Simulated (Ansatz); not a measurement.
`CC(Cl)B(F)F` + `N[SiH3]` → `FB(F)N[SiH3]` + `CCCl` at 500 K and 1 bar (ligand exchange at a B–C bond).

Isolated molecules relaxed with PBE0-D4/def2-TZVP in Ansatz; ΔE leaves out vibrations. CBS: MP2 limit from def2 TZ/QZ plus the TZ coupled-cluster correction, frozen cores. This one scheme is used for every species. Each species was taken in one conformer, which may not be the lowest.

```
       species  CCSD(T)/CBS energy (Eh)  H − E (kJ/mol)  S (J/(mol·K))
 `CC(Cl)B(F)F`               -762.80575           219.4          411.1
     `N[SiH3]`               -346.80422           161.3          303.9
`FB(F)N[SiH3]`               -570.75785           179.6          399.1
        `CCCl`               -538.89655           203.1          312.5
```

H − E and S are ideal-gas, rigid-rotor, harmonic terms from PBE0-D4/def2-TZVP, for one conformer and one mirror image of each species. 1 Eh = 2625.50 kJ/mol, R = 8.31446 J/(mol·K).

Problem. By hand: ΔE, ΔH, ΔS and ΔG.

Solution. ΔE = (-570.75785) + (-538.89655) − (-762.80575) − (-346.80422) = -0.04443 Eh = -116.7 kJ/mol. Δ(H − E) = 179.6 + 203.1 − 219.4 − 161.3 = 2.0, so ΔH = -114.7 kJ/mol. ΔS = 399.1 + 312.5 − 411.1 − 303.9 = -3.4 J/(mol·K). ΔG = -114.7 − 500 × (-3.4)/1000 = -113.0 kJ/mol.

Problem. By hand: the equilibrium constant, and the temperature at which ΔG would vanish if ΔH and ΔS stayed fixed.

Solution. log₁₀ K = −ΔG/(RT ln 10) = 11.8. ΔG = 0 at ΔH/ΔS = 33735 K, far beyond where these terms or the molecules hold.

The number of gas molecules stays the same, so ΔS is small and ΔH decides. A doubt of 5 kJ/mol in ΔE shifts log₁₀ K by 0.5 here. Other conformers and mirror images would add mixing entropy, several J/(mol·K) or more a flexible species. Modes under 60 cm⁻¹, often nearly free rotors, make the harmonic entropy too high. These are equilibria of isolated gas molecules and say nothing of rates. Largest T1 diagnostic: 0.012 (customary marks: 0.02 for closed shells, 0.045 for open ones).
